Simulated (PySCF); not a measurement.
## C$_{7}$H$_{7}$NO: calculation and literature

Geometry:
| atom | x (Å) | y (Å) | z (Å) |
| --- | --- | --- | --- |
| C1 | -2.557 | 0.875 | 0.333 |
| C2 | -1.750 | -0.333 | -0.043 |
| O3 | -2.248 | -1.408 | -0.293 |
| C4 | -0.254 | -0.164 | -0.102 |
| C5 | 0.538 | -1.258 | -0.462 |
| C6 | 1.916 | -1.085 | -0.514 |
| C7 | 2.444 | 0.167 | -0.203 |
| C8 | 1.564 | 1.194 | 0.146 |
| N9 | 0.246 | 1.036 | 0.196 |
| H10 | -3.622 | 0.617 | 0.326 |
| H11 | -2.252 | 1.238 | 1.326 |
| H12 | -2.350 | 1.702 | -0.363 |
| H13 | 0.050 | -2.207 | -0.690 |
| H14 | 2.573 | -1.913 | -0.792 |
| H15 | 3.520 | 0.351 | -0.229 |
| H16 | 1.949 | 2.189 | 0.396 |

Published estimates (parent shift plus substituent increments) and measurements: δ 13C C4 153.6; C8 149.0; C6 136.8; C7 127.1; C5 121.6; δ 1H H16 8.69; H13 8.05; H14 7.84; H15 7.49 ppm (estimated from measurements, as parent shift plus tabulated substituent increment; solution, not stated per compound (mostly CDCl3 or CCl4); Pretsch, Buehlmann, Badertscher, Structure Determination of Organic Compounds, 4th ed. (2009)).

One conformer, isolated molecule, averaged over atoms made equivalent by symmetry, fast rotation or ring inversion, no relativistic terms. PBE0/pcSseg-1 with gauge-including orbitals; coordinates at the PBE0-D3(BJ)/def2-SVP level; PySCF 2.14.0 with density-fitted response routines.

Q: How close does the calculation come?

A: 
Reference values: estimated from measurements, as parent shift plus tabulated substituent increment (solution, not stated per compound (mostly CDCl3 or CCl4); Pretsch, Buehlmann, Badertscher, Structure Determination of Organic Compounds, 4th ed. (2009)).
| atoms | quantity | reference | computed | computed, scaled |
| --- | --- | --- | --- | --- |
| C4 | δ 13C | 153.6 | 156.7 | 150.9 |
| C8 | δ 13C | 149.0 | 154.2 | 148.5 |
| C6 | δ 13C | 136.8 | 142.0 | 136.6 |
| C7 | δ 13C | 127.1 | 132.3 | 127.2 |
| C5 | δ 13C | 121.6 | 127.0 | 122.1 |
| H16 | δ 1H | 8.69 | 8.77 | 8.53 |
| H13 | δ 1H | 8.05 | 8.33 | 8.12 |
| H14 | δ 1H | 7.84 | 7.90 | 7.71 |
| H15 | δ 1H | 7.49 | 7.36 | 7.19 |

Computed shifts are σ(ref) − σ with the named reference compound (TMS for H and C) calculated as an isolated molecule at the same level. The measured values may be among those fitted. Expected solution values come from regression of measured δ (H and C: mostly CDCl3, vs TMS) on computed σ: 13C (scatter 1.9 ppm rms, 2.3 ppm with the 23 outliers that the fit left out); 1H (scatter 0.21 ppm rms, 0.22 ppm with the 3 outliers that the fit left out). Occasional misses reach two or three times the rms, and more in compound classes unlike the fitted ones.

Q: How far are the unscaled 13C shifts from the references?

A: Mean signed difference +4.82 ppm, mean absolute 4.82 ppm over 5 comparisons; the largest is +5.4 ppm at C5 (aromatic CH).

Q: How far are the unscaled 1H shifts from the references?

A: Mean signed difference +0.07 ppm, mean absolute 0.14 ppm over 4 comparisons; the largest is +0.28 ppm at H13 (hydrogen on an aromatic CH).
